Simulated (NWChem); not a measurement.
GeHOI, singlet; SMILES [I][Ge][OH]

```xyz
4

Ge     0.4003     1.3673     0.0000
I     -0.0180    -1.1638     0.0000
O     -1.3072     1.8849     0.0000
H     -1.3993     2.8472     0.0000
```
Atoms are numbered in this order, from 1.

Results from NWChem. Low-valent species are run as closed-shell singlets; no triplet was tried in these runs. All runs use the structure optimised with PBE0/def2-SVP (def2 core potentials past Kr).

Q: Predict the results for PBE0/STO-3G (all-electron, non-relativistic). Quantities: highest occupied level (eV); orbital gap (eV); dipole (D).

A: 
```json
{
 "highest occupied level (eV)": "-3.90",
 "orbital gap (eV)": "4.63",
 "dipole (D)": "3.80"
}
```
